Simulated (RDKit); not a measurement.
Torsional profile of SMILES c1oc(cc1)[SiH2][SiH2]S. Scanned: dihedral H9–S1–Si2–Si3 and dihedral S1–Si2–Si3–C4; all other coordinates were relaxed at GFN2-xTB. GFN2-xTB can order the conformers of Si and Ge chains otherwise than DFT does. Points at φ and −φ are mirror images. Heavy atoms are numbered in the order of the SMILES S[SiH2][SiH2]c1ccco1, hydrogens after them in the order of the atoms that carry them; the mirror image has the same energies with the sign of each dihedral reversed.

Computed with UFF // GFN2-xTB run with RDKit.

Energy in kcal/mol above the lowest grid point; x is the dihedral H9–S1–Si2–Si3 (°), y the dihedral S1–Si2–Si3–C4 (°).

```csv
y \ x,-150,-120,-90,-60,-30,0,30,60,90,120,150,180
180,2.4,3.0,2.6,2.3,2.3,2.6,2.3,2.3,2.6,3.0,2.4,1.9
150,2.1,2.6,2.4,1.9,2.0,2.2,2.0,2.0,2.4,2.7,2.1,1.6
120,1.8,2.5,2.3,1.8,1.9,2.1,2.0,2.0,2.5,2.6,1.8,1.3
90,0.8,1.8,2.0,1.6,1.6,1.2,1.0,1.1,1.6,1.8,0.9,0.4
60,0.5,1.7,1.6,0.9,0.6,0.4,0.4,0.4,1.2,1.6,0.8,0.0
30,0.4,1.3,1.4,0.9,1.4,2.5,0.8,0.4,1.2,1.6,0.8,0.0
0,0.9,1.5,1.6,1.2,2.4,2.4,2.4,1.2,1.6,1.5,0.9,0.3
-30,0.8,1.6,1.2,0.4,0.8,2.5,1.4,0.9,1.4,1.3,0.4,0.0
-60,0.8,1.6,1.2,0.4,0.4,0.4,0.6,0.9,1.6,1.7,0.5,0.0
-90,0.9,1.8,1.6,1.1,1.0,1.2,1.6,1.6,2.0,1.8,0.8,0.4
-120,1.8,2.6,2.5,2.0,2.0,2.1,1.9,1.8,2.3,2.5,1.8,1.3
-150,2.1,2.7,2.4,2.0,2.0,2.2,2.0,1.9,2.4,2.6,2.1,1.6
```

Points that lie below all their neighbours on the grid: x = 180, y = -30 (0.0 kcal/mol); x = 180, y = 30 (0.0 kcal/mol); x = -60, y = -30 (0.4 kcal/mol); x = 60, y = 30 (0.4 kcal/mol); x = -60, y = -150 (2.0 kcal/mol); x = 60, y = 150 (2.0 kcal/mol). The lowest path on the grid from the first to the second passes x = 180, y = 0 at 0.3 kcal/mol.
